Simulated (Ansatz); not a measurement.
Two isomers of CH7AlClNSi: A = `[NH2][AlH][CH]([SiH3])Cl`, B = `C[SiH](N)[AlH][Cl]`.

Calculated with Ansatz (gas phase, PBE0-D4/def2-TZVP geometries, no zero-point term in ΔE). CCSD(T)/CBS is the MP2 limit (def2-TZVPP, def2-QZVPP) plus CCSD(T) − MP2 in def2-TZVPP, frozen cores. DFT in def2-TZVPP. B3LYP here is the variant with VWN-RPA as its local correlation; programs differ in this. Each species was taken in one conformer, which may not be the lowest.

Task: Which isomer does CCSD(T)/CBS put lower? Give the gap. (Best estimate.)

Result: Ansatz gave: B, by 42.0 kcal/mol.

Task: Give E(B) − E(A) in kcal/mol with B3LYP-D4, PBE0-D4, CCSD(T)/def2-TZVPP, PBE-D4, HF/def2-TZVPP, B3LYP, CCSD/def2-TZVPP. (Best estimate.)

Result: Ansatz gave: B3LYP-D4 -41.6, PBE0-D4 -44.2, CCSD(T)/def2-TZVPP -41.8, PBE-D4 -42.5, HF/def2-TZVPP -45.6, B3LYP -42.7, CCSD/def2-TZVPP -42.6. None reverses the order clearly.

Largest T1 diagnostic: 0.011.

In def2-TZVPP, CCSD(T) changes the Hartree–Fock value by +3.8 kcal/mol (the triples alone add +0.9 kcal/mol) and MP2 by +4.1 kcal/mol. The D4 term adds +1.1 kcal/mol with B3LYP and +0.5 kcal/mol with PBE0; it sums over pairs of atoms, weighted by their polarisabilities, and B3LYP, whose exchange is more repulsive, gets the larger term.
